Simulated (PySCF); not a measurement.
Assignment exercise: C$_{6}$H$_{8}$F$_{2}$O

Mapped SMILES: `[F:1][CH:2]([F:3])[C@H:4]1[CH2:5][CH2:6][CH:7]=[CH:8][O:9]1`; H(Xn) means a hydrogen on atom n. Ha(C5), Ha(C6) are cis to C2 on the ring; Hb(C5), Hb(C6) are trans to C2 on the ring.

PySCF 2.14.0 with density-fitted response routines calculation with shieldings: GIAO PBE0/pcSseg-1 and GFN2-xTB geometry; one computed conformer, in vacuum, non-relativistic.

Referencing at the same level of theory: TMS for 13C (σref 186.93) and 1H (σref 31.72).

Task: Assign these signals to the numbered atoms. 13C{1H} NMR (computed): δ 150.5 (CH), 119.1 (CH), 106.8 (CH), 77.7 (CH), 24.0 (CH2), 20.1 (CH2).

Result: 
| δ (ppm) | atoms | environment | reason |
| --- | --- | --- | --- |
| 150.5 | C8 | alkene carbon bearing oxygen | an sp2 carbon further deshielded by the attached heteroatom |
| 119.1 | C2 | sp3 CH bonded to 2 F | 2 electronegative neighbours deshield it |
| 106.8 | C7 | β carbon of an enol-ether or enamine type C=C | the O or N lone pair pushes π density onto this β carbon and shields it |
| 77.7 | C4 | sp3 CH bonded to O | deshielded by the electronegative neighbour |
| 24.0 | C5 | sp3 CH2 in a ring | aliphatic region, no heteroatom directly attached |
| 20.1 | C6 | allylic sp3 CH2 | a saturated carbon with 2 carbon neighbours and no heteroatom attached |

Task: Assign these signals to the numbered atoms. 1H NMR (400 MHz, computed): δ 6.58 (d, 1H), 6.26 (m, 1H), 5.02 (m, 1H), 4.40 (m, 1H), 2.21 (m, 1H), 2.15 (m, 1H), 2.03 (m, 1H), 1.83 (m, 1H).

Result: 
6.58 → H(C8), hydrogen on an alkene carbon bearing oxygen: olefinic region
6.26 → H(C2), hydrogen on an sp3 CH bonded to 2 F: its carbon carries F, which withdraws density
5.02 → H(C7), hydrogen on a β carbon of an enol-ether or enamine type C=C: lone-pair donation from O or N shields it, upfield of ordinary alkene protons
4.40 → H(C4), hydrogen on an sp3 CH bonded to O: its carbon carries O, an electronegative neighbour
2.21 → Ha(C6), hydrogen on an allylic sp3 CH2: allylic position
2.15 → Ha(C5), hydrogen on an sp3 CH2 in a ring
2.03 → Hb(C6), hydrogen on an allylic sp3 CH2: allylic position
1.83 → Hb(C5), hydrogen on an sp3 CH2 in a ring

Ha(C6) and Ha(C5); Ha(C5) and Hb(C6) lie closer than the usual error of such a calculation, so a measured spectrum could show them in the other order.

Splittings by 19F in the carbon and heteronuclear signals aren't shown, as no couplings were computed. Shifts are as computed. Against solution values, carbons near 30 ppm lie about +3 ppm off and those near 130 ppm about +5 ppm. Of 1211 compounds with measured shifts, 218 miss one by over three times the rms of a fit or turn the order of signals round; such compounds aren't used in these exercises. No couplings were computed; multiplicities are counted from neighbouring protons, with m where these are inequivalent, close in shift, in a saturated or five-membered ring or joined by F or P, and br s for small geminal =CH2 splittings.
